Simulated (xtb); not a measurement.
Harmonic IR lines of one isomer of C₉H₉B₂N, unscaled. Level of theory: GFN2-xTB (xtb 6.7.1).

wavenumber (cm⁻¹): 622 (vw), 803 (w), 812 (vs), 825 (s), 842 (w), 919 (w), 1146 (w), 1169 (w), 1191 (w), 1220 (m), 1237 (m), 1248 (m), 1310 (w), 1324 (w), 1394 (w), 1422 (w), 1522 (m), 1567 (vw), 2637 (s), 2652 (s), 2712 (s), 3044 (w), 3060 (w), 3072 (w), 3083 (m)

Q: Which structure gives these lines?
A) `Bc1cc(B)c2ccccc2n1`
B) `Bc1ccc2cccc(B)c2n1`
C) `Bc1ccc2nccc(B)c2c1`
D) `Bc1ccc2ccc(B)nc2c1`

A: B, `Bc1ccc2cccc(B)c2n1`
